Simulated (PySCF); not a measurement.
## Working out the ionisation energy of S⁹⁺

S⁹⁺ [He] 2s2 2p3 (4S) → S¹⁰⁺ [He] 2s2 2p2 (3P). All numbers are calculated (PySCF 2.14, the non-relativistic Hamiltonian (point nucleus), in an uncontracted even-tempered set (18 s from 1.1 bohr⁻², ratio 2.2; 11 p from 1.4 bohr⁻², ratio 2.2; 6 d from 7.5 bohr⁻², ratio 2.4; 5 f from 11 bohr⁻², ratio 2.4; 5 g from 17 bohr⁻², ratio 2.4)). Frozen: nothing; the 14 highest virtual orbitals dropped. Energies in hartree (1 hartree = 27.21139 eV):

| part | S⁹⁺ (lower) | S¹⁰⁺ (upper) |
| --- | --- | --- |
| UHF | -351.409912 | -334.935482 |
| MP2 opposite-spin | -0.148479 | -0.150561 |
| MP2 same-spin | -0.044670 | -0.024974 |

What does Hartree-Fock give?

(-334.935482) − (-351.409912) = 16.474430 hartree = 448.292 eV.

What do MP2 and SCS-MP2 (6/5 opposite-spin, 1/3 same-spin) give?

The opposite-spin parts differ by -0.057 eV and the same-spin parts by 0.536 eV. MP2: 448.292 + (-0.057) + (0.536) = 448.771 eV. SCS-MP2: 448.292 + 1.2 × (-0.057) + (0.536)/3 = 448.402 eV.

A first-order spin-orbit estimate adds -1.017 eV to MP2 (all electrons), giving 447.754 eV against 447.7 ± 0.3 eV (semi-empirical (NIST evaluation); NIST Atomic Spectra Database, ionization energies).

What remains against the reference includes basis incompleteness and correlation beyond second order.
